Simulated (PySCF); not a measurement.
C3H6BF, SMILES C(=C)CBF (B3LYP/def2-SVP optimised geometry):

```
11

B      0.342    -0.805     0.000
C     -0.530     0.501     0.000
C      0.089     1.672    -0.710
C     -0.444     2.321    -1.750
H     -0.631     0.738     1.084
H     -1.553     0.293    -0.359
H      1.072     1.992    -0.340
H     -1.420     2.043    -2.163
H      0.076     3.156    -2.228
F     -0.251    -1.992     0.051
H      1.553    -0.805     0.000
```

Calculation: B3LYP/def2-TZVP in PySCF.

**Question.** What are the frontier orbital energies and the dipole moment?

**Answer.** HOMO-2 -9.67 eV, HOMO-1 -9.07 eV, HOMO -7.15 eV, LUMO -0.90 eV, LUMO+1 0.00 eV; dipole moment 0.96 D.

On the same geometry PBE/def2-TZVP in PySCF gives HOMO-2 -8.41 eV, HOMO-1 -7.76 eV, HOMO -6.22 eV, LUMO -1.68 eV, LUMO+1 -0.79 eV; dipole moment 0.88 D.

Meta-Löwdin charges at B3LYP/def2-TZVP: B1 0.39, C2 -0.33, C3 -0.08, C4 -0.27, H5 0.14, H6 0.12, H7 0.11, H8 0.11, H9 0.12, F10 -0.28, H11 -0.02.
